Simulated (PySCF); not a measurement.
Mo: excitation energy

Mo [Kr] 4d5 5s1 (7S) → Mo [Kr] 4d6 (5D), as a difference of total energies. Computed with PySCF 2.14 in aug-cc-pVDZ-PP with ECP28MDF (5s5p4d2f, 54 functions), with scalar relativity through the core potential. The calculations carry no spin-orbit coupling.

```csv
method,excitation energy (eV)
LDA,3.132
PBE,3.115
PBE0,3.274
r2SCAN,3.695
PBEsol,3.200
B3LYP,2.881
HSE06,3.276
BLYP,2.730
```
